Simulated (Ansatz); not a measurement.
Input for Ansatz (a quantum-chemistry and plane-wave program): R-PBE0/def2-TZVPP on H3ISi (SMILES [SiH3]I). Elements past Kr take the def2 small-core potentials; no spin–orbit coupling.

Ansatz 0.2 input:
```yaml
crystal:
  periodic: [false, false, false]
  atoms:
    - {symbol: Si, position_ang: [-0.21264726, 0.00824635, -0.00243072]}
    - {symbol: I, position_ang: [2.24449524, -0.08726960, 0.02542532]}
    - {symbol: H, position_ang: [-0.62076268, 1.39455122, -0.30233164]}
    - {symbol: H, position_ang: [-0.70905439, -0.40230762, 1.32548674]}
    - {symbol: H, position_ang: [-0.70203091, -0.91332036, -1.04624971]}
basis:
  gaussian:
    orbitals: def2-TZVPP
hamiltonian:
  xc: {name: PBE0}
scf: {lower_state_search: off}
```

Output:

```
WARN ansatz: RAYON_NUM_THREADS=4 ignored (pool sized by the plan → 4); use --threads N
Functional definition: PBE0
these checks for a lower state are left out or cut short: stability, starts, cluster_reference, orbital_swaps, neighbouring_geometries, increment
integrals: 0.05 GiB planned
886 factors; their error is unknown
mean field: 0.48 GiB planned
mean field evaluation 1: about -16025.0107 eV, gradient 9.3e0 eV
mean field evaluation 2: about -16025.1630 eV, gradient 7.0e0 eV
mean field evaluation 4: about -16025.2858 eV, gradient 3.3e-1 eV
mean field evaluation 8: about -16025.5745 eV, gradient 1.3e-1 eV
mean field evaluation 16: about -16025.5745 eV, gradient 6.3e-6 eV
mean field -16025.57450050 eV, -588.9290003687 hartree, gradient 6.3e-6 eV, S^2 0.000000; 0 other end points of the search recorded, 0 dependent functions left out
reference -16025.57452663 eV, -588.9290013290 hartree; 21, 21 occupied and 113, 113 virtual orbitals, 886 factors
Total energy: -16025.57452663 eV, -588.9290013290 hartree
Checks for a lower state left out: stability, starts, cluster_reference, orbital_swaps, neighbouring_geometries, increment
```

Self-consistency was reached.

Cost: roughly 1.1 core-seconds.
